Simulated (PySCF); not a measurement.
## Working out the ionisation energy of Zn

Zn [Ar] 3d10 4s2 (1S) → Zn⁺ [Ar] 3d10 4s1 (2S). Calculation: PySCF 2.14, in x2c-TZVPall; the spin-free X2C one-electron Hamiltonian (Gaussian nucleus). Frozen: [Ar]. Energies in hartree (1 hartree = 27.21139 eV):

| part | Zn (lower) | Zn⁺ (upper) |
| --- | --- | --- |
| UHF | -1794.254198 | -1793.967878 |
| CCSD correlation | -0.382140 | -0.335338 |
| (T) | -0.009901 | -0.006271 |

Task: What does Hartree-Fock give?

Result: (-1793.967878) − (-1794.254198) = 0.286320 hartree = 7.791 eV.

Task: What do CCSD and CCSD(T) give?

Result: The CCSD correlation energies differ by 0.046802 hartree = 1.274 eV and the triples by 0.003630 hartree = 0.099 eV, so CCSD gives 9.065 eV and CCSD(T) 9.164 eV.

Measured between the centres of the two terms (NIST): 9.394 eV, so CCSD(T) (valence) is off by -0.230 eV.

What remains against the reference includes basis incompleteness, the frozen core and higher excitations.
